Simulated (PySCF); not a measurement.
**Ag⁺: excitation energy**

Ag⁺ [Kr] 4d10 (1S) → Ag⁺ [Kr] 4d9 5p1 (high-spin determinant), as a difference of total energies. Computed with PySCF 2.14 in x2c-TZVPPall with one added diffuse shell each of s, p, d, f type (9s7p7d3f1g, 95 functions), with the spin-free X2C one-electron Hamiltonian (Gaussian nucleus). Correlated levels: valence: [Kr] frozen. The calculations carry no spin-orbit coupling.

| method | excitation energy (eV) |
| --- | --- |
| UHF | 9.257 |
| MP2 (valence) | 10.690 |
| SCS-MP2 (valence) | 10.618 |
| CCSD (valence) | 10.325 |
| CCSD(T) (valence) | 10.386 |

Question: How much does correlation contribute at CCSD(T) (valence)?

Answer: 10.386 − (9.257) = 1.129 eV, measured against UHF.

A first-order spin-orbit estimate (lowest level to lowest level, LS coupling) adds -0.154 eV.

The determinant of the upper state mixes LS terms, which raises its energy above the lowest term, most at the Hartree-Fock and MP2 levels.
